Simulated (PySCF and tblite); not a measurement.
C₆H₅NO, numbered as in [O:1]=[CH:2][c:3]1[cH:4][cH:5][cH:6][n:7][cH:8]1. Geometries PBE0-D3(BJ)/def2-SVP; weights from PBE0-D3(BJ)/def2-TZVP (IEF-PCM, chloroform) energies and GFN2-xTB thermal corrections, with symmetry numbers and mirror pairs. Conformers within 3 kcal/mol (GFN2-xTB free energy) were kept, 8 at most. GIAO shieldings: PBE0/pcSseg-1 (IEF-PCM, chloroform). Shifts are against TMS (¹H), TMS (¹³C), NH3 (¹⁵N) at the same level. Programs: PySCF with density fitting and tblite.

Torsions listed: O1–C2–C3–C4.

```csv
conformer,shape,point group,mirror pair,ΔE(DFT),Δ(G−E) at 220 K,δ C4 (ppm)
1,0°,Cs,no,0.00,0.00,141.9
2,180°,Cs,no,0.50,-0.04,148.5
```

Energies in kcal/mol; the thermal term leaves out symmetry numbers and mirror images.

(1) Work out the weights at 220 K and the ¹³C shift of C4 under fast exchange.

## Answers

(1) RT = 0.437 kcal/mol. Each conformer gets RT ln(σ/g), with σ the rotational symmetry number and g = 2 for a mirror pair: 1: σ = 1, g = 1, G = 0.00 + 0.00 + 0.00 = 0.00, 0.00 above the lowest, exp(−ΔG/RT) = 1.000; 2: σ = 1, g = 1, G = 0.50 − 0.04 + 0.00 = 0.46, 0.46 above the lowest, exp(−ΔG/RT) = 0.351. The sum is 1.351, so the weights are 74.0, 26.0 %. The averaged shift is 143.6 ppm. At 298.15 K it is 144.0 ppm. At 298.15 K the leading conformer alone gives 141.9 ppm and bare DFT energies give 143.9 ppm.


¹⁵N shifts are against a computed isolated NH3 molecule, about 20 ppm from the liquid.